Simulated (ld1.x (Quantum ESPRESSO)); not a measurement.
neon: one change to an ultrasoft potential, before and after

- Element: neon (Ne)
- Generator: ld1.x (Quantum ESPRESSO) 7.5
- Type: ultrasoft
- Functional: PBE
- Relativity: scalar-relativistic
- Frozen core: [He]
- Valence charge: 8
- Reference configuration: 2s2 2p6
- Partial waves: 2s (bound): rcut 0.50, rcutus 0.70 bohr; 2s channel at -2.3 Ry: rcut 0.50, rcutus 0.70 bohr; 2p (bound): rcut 1.20, rcutus 1.35 bohr; 2p channel at 0.05 Ry: rcut 1.20, rcutus 1.35 bohr; 3d channel at 0.05 Ry: rcut 1.05, rcutus 1.40 bohr
- Local potential: all-electron potential smoothed inside 1.35 bohr (lloc = -1)
- Core correction: a·sin(br)/r model core inside 0.35 bohr
- Augmentation charge: built from norm-conserving waves at rcut, not smoothed further

All-electron outer shells of the reference configuration (PBE, scalar-relativistic, ld1.x):

| shell | level (eV) | outermost node (bohr) | outermost maximum (bohr) |
| --- | --- | --- | --- |
| 1s | -830.80 | – | 0.10 |
| 2s | -36.40 | 0.22 | 0.68 |
| 2p | -13.33 | – | 0.62 |

Change: waves 2p (bound): rcut 1.20, rcutus 1.70 bohr; 2p channel at 0.05 Ry: rcut 1.20, rcutus 1.70 bohr.

Cutoffs: the cutoffs (Ry, on a coarse ladder) from which the occupation-weighted sum of valence levels, in a spherical-Bessel basis at the reference potential, stays within 10 and 1 mRy of its value at 400 Ry; they do not see the model core or the augmentation charge, which bear on the density cutoff. Errors are all-electron minus pseudo energies relative to the spin-unpolarised reference configuration.

How do hardness, ghosts and transferability respond?

The potential gets softer (45 Ry and 110 Ry → 30 Ry and 80 Ry); of the 6 tests that both files solve, the error grows in 1 and shrinks in 5 by more than 15 % and 0.3 meV (median size 102.5 → 65.6 meV); neither file shows a bound ghost. A larger radius leaves more room for a smooth pseudo-wave, so fewer plane waves are needed.

```csv
quantity,base,changed
"cutoff, loose",45 Ry,30 Ry
"cutoff, tight",110 Ry,80 Ry
loose cutoff by channel (10 mRy a level),"s 25 Ry, p 35 Ry","s 25 Ry, p 21 Ry"
bound ghosts,none,none
"error for 2s2 2p5, meV [ΔE 22.48 eV]",+24,+10
"error for 2s2 2p4, meV [ΔE 65.74 eV]",+181,+99
"error for 2s2 2p3, meV [ΔE 133.17 eV]",+659,+439
"error for 2s2 2p5.5, meV [ΔE 8.87 eV]",+3.6,+1.2
"error for 2s2 2p2, meV [ΔE 227.80 eV]",+1741,+1378
"error for 2s1 2p6, meV [ΔE 45.88 eV]",-17,-32
lowest overlap eigenvalue by channel,"s 0.27, p 1.00, d 0.98","s 0.27, p 0.46, d 0.98"
```
